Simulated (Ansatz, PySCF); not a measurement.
Gas-phase reaction (SMILES): FB(F)F [trifluoroborane] + O (H2O) -> OB(F)F + F (HF); water cleaves one B-F bond, a model of a ligand-exchange step.

Geometries: B3LYP-D3(BJ)/def2-TZVP minima from Ansatz (a quantum-chemistry and plane-wave program), one conformer each, not searched for the lowest. Valence correlation only, unless marked. No spin-orbit coupling. Non-relativistic. CBS marks a two-point X^-3 extrapolation of the correlation energy; Hartree-Fock from the larger set. Thermal terms are rigid-rotor harmonic-oscillator values from B3LYP-D3(BJ) frequencies (Ansatz or PySCF) at 298.15 K and 1 atm. 1 Eh = 627.5095 kcal/mol.

```csv
species,"E, CCSD(T)/CBS(cc-pVTZ,cc-pVQZ) (Ansatz) (Eh)","E, wB97M-V/def2-TZVPD (Ansatz) (Eh)",H - E (Eh),G - E (Eh)
FB(F)F,-324.34859,-324.63584,0.01684,-0.01208
O (H2O),-76.37426,-76.43347,0.02495,0.00353
OB(F)F,-300.32806,-300.60377,0.02926,-0.00168
F (HF),-100.39146,-100.46200,0.01259,-0.00713
```

Q: Work out ΔE and ΔH, ΔG, ΔS and the equilibrium constant at 298.15 K at the first level, then ΔH at the second.

A: 
1. ΔE = [(-300.32806) + (-100.39146)] - [(-324.34859) + (-76.37426)] = 0.00333 Eh = 2.1 kcal/mol at CCSD(T)/CBS(cc-pVTZ,cc-pVQZ).
2. The terms H - E add up to 0.00006 Eh, so ΔH = (0.00333 + (0.00006))×627.5095 = 2.1 kcal/mol.
3. The terms G - E add up to -0.00026 Eh, so ΔG = 1.9 kcal/mol, and ΔS = (0.00006 - (-0.00026))×627509.5/298.15 = 0.7 cal/(mol K).
4. log10 K = -ΔG/(RT ln 10) = -1.4, with RT ln 10 = 1.3642 kcal/mol.
5. At wB97M-V/def2-TZVPD the same steps give ΔE = 2.2 and ΔH = 2.3 kcal/mol, a shift of +0.2 from the first level.
6. These values are not checked against measurement here, since the tables used lack a sound gas-phase enthalpy of formation for at least one species.
